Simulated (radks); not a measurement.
Results of a calculation; reference values are marked as such.
Spherical jellium clusters: N electrons in a uniform positive sphere of charge N and radius rs N^(1/3), rs = 2.21 bohr. Level of theory: non-relativistic Kohn-Sham, LDA (Slater exchange, Perdew-Wang correlation), spin-polarised, spherical densities (a radial shooting solver with Libxc functionals). Levels are named by radial order and angular momentum (1s, 1p, 1d, 2s, ...), and open shells are averaged over m.

N = 40, configuration 1s2 1p6 1d10 2s2 1f14 2p6. This is the lowest configuration that the search found. Occupied and some empty levels:

level  occupation  eigenvalue (eV)  <r> (bohr)
1s              2          -11.750       4.528
1p              6          -10.033       5.344
1d             10          -7.8525       5.945
2s              2          -6.7438       4.973
1f             14          -5.3230       6.484
2p              6          -4.0181       6.096
1g              0          -2.5570       7.075
2d              0          -1.5773       7.863
3s              0          -1.4949       8.453

Energy (eV): total -28.7268, kinetic 200.92, external -6729.0, Hartree 3283.2, exchange-correlation -240.18, background 3456.3. Static polarisability (adiabatic kernel): 732.1 bohr^3, against R^3 = 431.8 for a classical metal sphere.
